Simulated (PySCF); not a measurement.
SMILES [Ge]([Cl])([Cl])([SeH])[SeH] (PBE0/def2-SVP optimised geometry):

```
7

Cl    -1.813     1.404     0.184
Ge     0.281     0.931     0.000
Cl     0.978     1.786    -1.850
Se     0.340    -1.404     0.000
Se     1.593     1.963     1.634
H      1.813    -1.404     0.000
H      1.014     1.115     2.689
```

Method: PySCF 2.14.0 with PBE0/def2-TZVP.

Question: What are the frontier orbital energies and the dipole moment?

Answer: HOMO-2 -8.82 eV, HOMO-1 -7.87 eV, HOMO -7.58 eV, LUMO -2.15 eV, LUMO+1 -0.42 eV; dipole moment 2.25 D.

On the same geometry PBE/def2-TZVP in PySCF 2.14.0 gives HOMO-2 -7.60 eV, HOMO-1 -6.67 eV, HOMO -6.40 eV, LUMO -3.00 eV, LUMO+1 -1.30 eV; dipole moment 2.15 D.

Meta-Löwdin charges at PBE0/def2-TZVP: Cl1 -0.28, Ge2 0.71, Cl3 -0.28, Se4 -0.16, Se5 -0.16, H6 0.09, H7 0.09.
